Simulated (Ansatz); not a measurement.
Reactions of C₂H₇BO₂ (`CBOCO`).

Calculated with Ansatz (gas phase, PBE0-D4/def2-TZVP geometries, no zero-point term in ΔE). CCSD(T)/CBS is the MP2 limit (def2-TZVPP, def2-QZVPP) plus CCSD(T) − MP2 in def2-TZVPP, frozen cores. This one scheme is used for every species, atoms too. No spin–orbit coupling; open shells (•) take unrestricted orbitals. Spin–orbit coupling would lower the free atoms: a little for B, C, O. One conformer a species, not always the lowest.

Question: Order these by ΔE at CCSD(T)/CBS, lowest first. (Best estimate.)
A. `CBOCO` → B• + 2 C• + 7 H• + 2 O•
B. `CBOCO` + `O[SiH2][SiH]([SiH3])Cl` → `CB[SiH]([SiH3])Cl` + `OCO[SiH2]O`
C. `CBOCO` + SiH₄ → `OCOB[SiH3]` + CH₄
D. `CBOCO` → `BOCCO`
E. `CBOCO` → `CCB(O)O`
F. `CBOCO` + `C[O][Al]([OH])[Cl]` → `C[O][Al]([Cl])[O]C` + `BOCO`
G. `CBOCO` + CH₃OH → `CBOC` + `OCO`
H. `CBOCO` → `[CH2]` (triplet) + `BOCO`

Answer: E (-228.7 kJ/mol), G (-10.3 kJ/mol), C (+28.3 kJ/mol), B (+38.8 kJ/mol), D (+76.3 kJ/mol), F (+113.9 kJ/mol), H (+487.8 kJ/mol), A (+4727.4 kJ/mol).

Largest T1 diagnostic: 0.014, for `OCOB[SiH3]`.
